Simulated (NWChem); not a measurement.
Molecule: C₂H₃FN₂Si; SMILES N#C/N=C\[SiH2]F

```xyz
9

N      0.9389     2.7318    -0.0009
C      0.0135     2.0180    -0.0004
N     -1.1226     1.2987    -0.0001
C     -1.0640     0.0092     0.0006
Si     0.5123    -1.0679     0.0012
F     -0.0139    -2.5929    -0.0019
H     -2.0404    -0.4869     0.0009
H      1.2892    -0.8034     1.2329
H      1.2929    -0.7994    -1.2273
```
Atoms are numbered in this order, from 1.

Results from NWChem. The geometry was optimised at B3LYP/6-31G* (spherical d).

Q: Order these by “dipole (D)”, lowest first: TPSSh/def2-TZVP; Hartree-Fock/def2-TZVP; PBE/def2-TZVP.

A: PBE/def2-TZVP (2.96), TPSSh/def2-TZVP (3.09), Hartree-Fock/def2-TZVP (3.62)
